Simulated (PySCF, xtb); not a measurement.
C2H9FOSi2, SMILES O[Si@H](F)[C@@H]([SiH3])C. One conformer was computed; it need not be the lowest.

Harmonic wavenumbers (cm⁻¹) from xtb with GFN2-xTB at its own minimum, in rising order: 38, 107, 120, 177, 196, 227, 238, 264, 291, 336, 515, 541, 649, 675, 691, 762, 777, 786, 791, 795, 844, 922, 991, 1047, 1083, 1154, 1265, 1422, 1511, 1516, 2232, 2242, 2288, 2339, 2913, 3006, 3015, 3028, 3657.

**Question.** What does B3LYP-D3(BJ)/def2-SVP (PySCF) give at its own minimum? (Estimate from the structure and the level; the computed values follow.)

**Answer.** 26, 103, 148, 197, 199, 219, 246, 281, 323, 385, 536, 638, 686, 754, 786, 825, 856, 892, 944, 947, 955, 958, 977, 1019, 1044, 1142, 1265, 1399, 1474, 1483, 2210, 2215, 2242, 2246, 3021, 3029, 3098, 3101, 3874. Paired by order, the mean absolute difference is 53 cm⁻¹ and the zero-point energies are 65.0 and 66.8 kcal/mol.
